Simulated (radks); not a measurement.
Q: The caesium ion Cs+, [Xe]. Calculated with a radial shooting solver on a logarithmic mesh with Libxc functionals: non-relativistic Kohn-Sham, exchange-only LDA, spin-polarised, spherical densities, point nucleus. Every spin shell is full or empty, so the densities are truly spherical. Functionals are evaluated on that one density, not self-consistently. Rank these orbital-free kinetic functionals by their error against the exact value of the orbitals, and give that value: Thomas-Fermi, von Weizsacker, TF + vW/9, TF + vW/5, LC94, APBEK, revAPBEK, Perdew 92, Thakkar, Pearson, LKT, DePristo-Kress.

A: Exact: 7545.16 hartree. From best to worst, with 100 (|E| - |E exact|)/|E exact| (equal figures are ties): LC94 +0.04, APBEK +0.09, DePristo-Kress -0.13, revAPBEK +0.26, Thakkar -0.63, Perdew 92 -0.69, TF + vW/9 -0.70, Pearson -0.92, TF + vW/5 +2.88, Thomas-Fermi -5.17, LKT +18.45, von Weizsacker -59.75.
